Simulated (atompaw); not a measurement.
## antimony: one change to a PAW (atompaw) potential, before and after

Sb, PAW, made with atompaw 4.2.0.5 (PBEsol, scalar-relativistic). Core [Kr] 4d10, reference 5s2 5p3. Waves: 5s (bound): rc 2.20 bohr; 5s channel at 0.45 Ry: rc 2.20 bohr; 5p (bound): rc 2.20 bohr; 5p channel at 1.55 Ry: rc 2.20 bohr; 5d channel at 0.1 Ry: rc 2.10 bohr. Local part: troulliermartins scheme with l = 3 at -0.5 Ry, radius 2.05 bohr. Core correction: smooth core density matched at 1.15 bohr. Augmentation charge: sinc compensation charge, radius 2.10 bohr; PAW radius 2.20 bohr; waves and projectors: custom rrkj gramschmidtortho.

Change: added wave 5d channel at 2.1 Ry: rc 2.20 bohr.

Cutoffs: the cutoffs (Ry, on a coarse ladder) from which the occupation-weighted sum of valence levels, in a spherical-Bessel basis at the reference potential, stays within 10 and 1 mRy of its value at 400 Ry; they do not see the model core or the augmentation charge, which bear on the density cutoff.

Problem. What does the change do?

Solution. Both files are so soft that the ladder of cutoffs tells neither apart; the bound ghosts move from s to d, s; the range in which the d phases agree widens (upper end 0.5 → at the end of the scan).

```csv
quantity,base,changed
"cutoff, loose",6 Ry,6 Ry
"cutoff, tight",8 Ry,8 Ry
bound ghosts,s,"s, d"
s: phases at 2.21 bohr within 0.05 rad from the reference energy up to (Ry; the scan ends near 5),to the end of the scan,to the end of the scan
p: phases at 2.21 bohr within 0.05 rad from the reference energy up to (Ry; the scan ends near 5),2.9,2.9
d: phases at 2.21 bohr within 0.05 rad from the reference energy up to (Ry; the scan ends near 5),0.5,to the end of the scan
lowest overlap eigenvalue by channel,"s 0.28, p 0.46, d 1.00","s 0.28, p 0.46, d 0.65"
```

 A true bound ghost makes a file unfit for plane-wave use even where its test errors are small: the radial tests pick states by their node count and pass the ghost by. The cutoffs see the waves, projectors and local potential, not the compensation charge or the core.
